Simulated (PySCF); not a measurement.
Trend along the fourth-period p block: MNa molecules

PBE0 with double-zeta basis sets in PySCF, for the lowest determinant that a PBE0 search found; no spin–orbit coupling. De refers to high-spin ground-configuration atoms. A positive dipole means M(−)Na(+).

```json
{"M": "Ga", "basis": "aug-cc-pVDZ/aug-cc-pVDZ-PP", "state (unpaired electrons)": "singlet (closed shell)", "Re (Å)": "3.128", "ωe (cm⁻¹)": "157", "De (eV)": "0.69", "μ (D)": "1.93"}
{"M": "Ge", "basis": "cc-pVDZ/cc-pVDZ-PP", "state (unpaired electrons)": "quartet (σ ↑, π ↑↑)", "Re (Å)": "2.754", "ωe (cm⁻¹)": "203", "De (eV)": "1.28", "μ (D)": "6.87"}
{"M": "As", "basis": "def2-SVP", "state (unpaired electrons)": "triplet (π ↑↑)", "Re (Å)": "2.748", "ωe (cm⁻¹)": "227", "De (eV)": "1.24", "μ (D)": "6.70"}
{"M": "Se", "basis": "def2-SVP", "state (unpaired electrons)": "doublet (π ↑)", "Re (Å)": "2.604", "ωe (cm⁻¹)": "272", "De (eV)": "2.35", "μ (D)": "8.04"}
{"M": "Br", "basis": "pcseg-1", "state (unpaired electrons)": "singlet (closed shell)", "Re (Å)": "2.508", "ωe (cm⁻¹)": "301", "De (eV)": "3.66", "μ (D)": "8.88"}
```

The shortest bond is that of NaBr (2.508 Å), the longest that of NaGa (3.128 Å). NaBr is bound most strongly (3.66 eV) and NaGa least (0.69 eV).

The rows differ in basis set, which adds steps of its own.

The state changes along the series, so neighbouring rows are not always alike in their bonding.

Closed-shell solutions of metal pairs were not tested for spin polarisation, which can lower them a little. States were picked by a PBE0 search and need not be the measured ground states.
